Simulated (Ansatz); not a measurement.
`F[C]1=[C](Cl)[GeH2]1` + H₂ → `Cl[C]1=[CH][GeH2]1` + H–F at 500 K and 1 bar (hydrogenolysis of a C–F bond).

Calculated with Ansatz (gas phase, PBE0-D4/def2-TZVP geometries, no zero-point term in ΔE). CCSD(T)/CBS is the MP2 limit (def2-TZVPP, def2-QZVPP) plus CCSD(T) − MP2 in def2-TZVPP, frozen cores. This one scheme is used for every species. For Ge outer-core shells are correlated without core-valence functions, which leaves a few kJ/mol of doubt a bond. Scalar relativity is left out up to krypton.

| species | CCSD(T)/CBS energy (Eh) | H − E (kJ/mol) | S (J/(mol·K)) |
| --- | --- | --- | --- |
| `F[C]1=[C](Cl)[GeH2]1` | -2712.87923 | 116.1 | 385.0 |
| H₂ | -1.17544 | 41.0 | 145.5 |
| `Cl[C]1=[CH][GeH2]1` | -2613.70451 | 130.6 | 358.9 |
| H–F | -100.39570 | 39.4 | 188.7 |

H − E and S are ideal-gas, rigid-rotor, harmonic terms from PBE0-D4/def2-TZVP. The MP2-based limit puts H₂ 0.8 mEh under its directly extrapolated value; such offsets cancel only in part. 1 Eh = 2625.50 kJ/mol, R = 8.31446 J/(mol·K).

By hand: ΔE, ΔH, ΔS and ΔG.

ΔE = (-2613.70451) + (-100.39570) − (-2712.87923) − (-1.17544) = -0.04554 Eh = -119.6 kJ/mol. Δ(H − E) = 130.6 + 39.4 − 116.1 − 41.0 = 12.9, so ΔH = -106.7 kJ/mol. ΔS = 358.9 + 188.7 − 385.0 − 145.5 = 17.1 J/(mol·K). ΔG = -106.7 − 500 × (17.1)/1000 = -115.2 kJ/mol.

By hand: the equilibrium constant, and the temperature at which ΔG would vanish if ΔH and ΔS stayed fixed.

log₁₀ K = −ΔG/(RT ln 10) = 12.0. ΔH and −TΔS have one sign here, so there is no such temperature.

ΔH outweighs TΔS. A doubt of 5 kJ/mol in ΔE shifts log₁₀ K by 0.5 here. These are equilibria of isolated gas molecules and say nothing of rates. Largest T1 diagnostic: 0.013 (customary marks: 0.02 for closed shells, 0.045 for open ones).
